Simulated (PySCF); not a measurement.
TaF6, SMILES [F][Ta-]([F])([F])([F])([F])[F], charge -1, multiplicity 1.

The structure is a stationary point at B3LYP-D3(BJ)/def2-SVPD. The spin state was assumed, not searched. The isomer is the one that the SMILES or the coordinates give; other isomers of the formula were not compared. The def2 effective core potentials stand for the cores of Ta; spin–orbit coupling is left out.

All values below come from B3LYP/def2-SVPD (PySCF).

Symmetry labels are those of the subgroup D2h that the program uses (full group Oh).

Computed valence orbital energies around the gap with their symmetry:
```csv
orbital,symmetry,energy (eV)
HOMO−7,B2u,-6.86
HOMO−6,B3u,-6.86
HOMO−5,B1u,-6.81
HOMO−4,B2u,-6.81
HOMO−3,B3u,-6.81
HOMO−2,B1g,-6.29
HOMO−1,B2g,-6.29
HOMO,B3g,-6.29
LUMO,B1g,2.39
LUMO+1,B2g,2.39
LUMO+2,B3g,2.39
LUMO+3,Ag,3.96
```
